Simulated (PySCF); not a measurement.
Planning a shielding job on `OCCC/P=P/CCP`.

Method: GIAO PBE0/pcSseg-1 NMR shielding, non-relativistic, gas phase (PySCF 2.14.0, density-fitted response routines). Geometry: GFN2-xTB. Work: shieldings, charges and field gradients, density fitting. A driver script takes a list of jobs; this job's settings line and coordinates (Å) are shown.

Command:
```bash
OMP_NUM_THREADS=1 python probes_run.py task.json out
```

Input:
```
{"job": {"kind": "nmr", "xc": "PBE0", "basis": "pcSseg-1"}, "charge": 0, "multiplicity": 1}
O     -4.132197    -0.709961    -0.562560
C     -3.086697    -0.510950     0.352209
C     -2.431961     0.863781     0.225336
C     -1.320064     1.050449     1.251059
P      0.062425    -0.204126     1.120445
P      0.699448     0.161123    -0.775100
C      2.097147    -1.083014    -0.836075
C      3.303756    -0.673712    -0.000155
P      4.105770     0.925866    -0.501379
H     -3.792681    -0.583485    -1.455868
H     -3.536475    -0.625233     1.341550
H     -2.312693    -1.290662     0.235887
H     -2.020246     0.976053    -0.783574
H     -3.193496     1.634961     0.366736
H     -0.889505     2.050226     1.156242
H     -1.731648     0.962281     2.260383
H      1.726481    -2.053088    -0.492730
H      2.389457    -1.188631    -1.885556
H      3.016345    -0.574747     1.052646
H      4.075342    -1.450460    -0.055096
H      4.045479     0.680847    -1.874245
H      2.915603     1.661867    -0.541791
```

Hardware: one thread of an Arm Neoverse V1, shared host with 32 logical CPUs at a one-minute load of 15. PySCF's memory limit was set to 1040 MB.

The basis has 239 functions.

Task: How long does the run take?

Result: About 56 s. The SCF took 15 cycles.

Task: How much memory does it need at the peak?

Result: About 1.2 GiB. Peak memory is the resident size of the whole Python process, interpreter and libraries included.

Task: At this speed, how long would 100 such jobs take on 64 cores, one job a core?

Result: 100/64 gives 2 rounds of 56 s, about 1.9 min of wall time and 1.6 core-hours, if the jobs don't slow each other.

The SCF part of the output:
```
coarse grid: 19448 points
cycle   1  E = -1296.6652709920  dE =  8.325e-01  |g| = 6.535e-01  |ddm| = 4.231e+00
cycle   2  E = -1296.5970614099  dE =  6.821e-02  |g| = 8.906e-01  |ddm| = 1.266e+00
cycle   3  E = -1296.7490576621  dE = -1.520e-01  |g| = 8.172e-02  |ddm| = 8.228e-01
cycle   4  E = -1296.7501457887  dE = -1.088e-03  |g| = 3.761e-02  |ddm| = 1.051e-01
cycle   5  E = -1296.7504806250  dE = -3.348e-04  |g| = 9.431e-03  |ddm| = 4.340e-02
cycle   6  E = -1296.7504952781  dE = -1.465e-05  |g| = 5.981e-03  |ddm| = 1.780e-02
cycle   7  E = -1296.7505062611  dE = -1.098e-05  |g| = 1.849e-03  |ddm| = 9.810e-03
cycle   8  E = -1296.7505074016  dE = -1.140e-06  |g| = 2.724e-04  |ddm| = 2.802e-03
final grid: 172864 points
cycle   9  E = -1296.8169747827  dE = -5.499e-05  |g| = 1.117e-02  |ddm| = 3.606e-02
cycle  10  E = -1296.8169491433  dE =  2.564e-05  |g| = 1.549e-02  |ddm| = 2.048e-02
cycle  11  E = -1296.8170036144  dE = -5.447e-05  |g| = 1.019e-03  |ddm| = 1.253e-02
cycle  12  E = -1296.8170037961  dE = -1.817e-07  |g| = 4.819e-04  |ddm| = 1.625e-03
cycle  13  E = -1296.8170038524  dE = -5.632e-08  |g| = 2.473e-04  |ddm| = 9.276e-04
cycle  14  E = -1296.8170038728  dE = -2.036e-08  |g| = 4.079e-05  |ddm| = 3.548e-04
cycle  15  E = -1296.8170038732  dE = -4.311e-10  |g| = 1.099e-05  |ddm| = 5.743e-05
converged SCF energy = -1296.8170038732
```

On the final grid dE counts from the start density on that grid.

The host was shared with other jobs, so the times are rough.
